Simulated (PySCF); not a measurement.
A GIAO shielding run with PySCF 2.14.0 with density-fitted response routines (density fitting, non-relativistic, gas phase) on SMILES O(C)C1=CC=C(F)C=C1, C7H7FO:

```
$ OMP_NUM_THREADS=1 python probes_run.py task.json out

{"job": {"kind": "nmr", "xc": "wB97X-D", "basis": "pcSseg-1", "pop": false}, "charge": 0, "multiplicity": 1}
C      2.902800     0.423223     0.226708
O      1.926526    -0.400173    -0.342533
C      0.627120    -0.136141    -0.087675
C     -0.306681    -0.995950    -0.683574
C     -1.666518    -0.807609    -0.483565
C     -2.098947     0.245884     0.317367
F     -3.407942     0.425727     0.508989
C     -1.193027     1.106419     0.915625
C      0.176135     0.917525     0.714481
H      2.866585     0.403856     1.330815
H      2.807296     1.470845    -0.111312
H      3.874948     0.033893    -0.101374
H      0.064781    -1.812125    -1.305646
H     -2.404109    -1.469240    -0.941346
H     -1.561582     1.923529     1.538455
H      0.878735     1.601781     1.190330
```

Hardware: 1 thread of an x86-64 server CPU, shared host. The job also computes ring-centre shieldings.

(1) How large is the calculation?

(2) How long does it take?

(3) And these other runs on the same molecule and hardware: GIAO shielding at PBE0/pcSseg-1; spin–spin coupling at B3LYP/pcJ-1?

## Answers

(1) 66 electrons, 188 basis functions and 969 auxiliary functions.

(2) 43 s of wall time, with 14 SCF cycles and 6 response iterations. Times on a shared host scatter by some tens of per cent.

(3) PBE0/pcSseg-1: 188 functions, 46 s; B3LYP/pcJ-1: 313 functions, 82 s.
